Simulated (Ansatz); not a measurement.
Born–Oppenheimer molecular dynamics of BCl$_{2}$H$_{2}$N (6 atoms, charge 0, multiplicity 1). It starts from a relaxed structure.

Method: Ansatz 0.2.0, RKS PBE/def2-SVP.

| Item | Value |
| --- | --- |
| ensemble | NVE (velocity Verlet) |
| time step | 0.25 fs |
| steps asked | 250 |
| starting velocities drawn for | 1500 K |
| masses | H 3.016 u |
| seed | 572942 |

First frame:

```xyz
6
Properties=species:S:1:pos:R:3
B 0.000 0.000 0.058
N 0.000 0.000 1.456
H -0.859 -0.063 2.003
H 0.859 0.063 2.003
Cl 1.532 0.112 -0.835
Cl -1.532 -0.112 -0.835
```

(1) How far do the bonds stretch over the last three quarters of this one trajectory? (Pairs bonded in most of those frames.)

Results:

(1) 
| bond | mean (Å) | spread (Å) | shortest | longest |
| --- | --- | --- | --- | --- |
| B1–N2 | 1.419 | 0.042 | 1.35 | 1.48 |
| B1–Cl5 | 1.794 | 0.044 | 1.70 | 1.87 |
| B1–Cl6 | 1.791 | 0.060 | 1.68 | 1.86 |
| N2–H3 | 1.031 | 0.049 | 0.95 | 1.11 |
| N2–H4 | 1.031 | 0.021 | 0.99 | 1.07 |

Mean temperature of the second half: 816 K. The conserved energy stayed within 0.078 meV per atom of its start (net change 0.031 meV per atom), so the integration is sound. Over the second half the temperature averaged 0.54 of the 1500 K drawn at the start: a run that starts near a minimum puts about half its kinetic energy into the potential. A run of 0.062 ps of so small a system gives no equilibrium averages.

The run took 7.8 min on 1 thread of Arm Neoverse V1, on a shared host, peak memory 0.12 GiB.
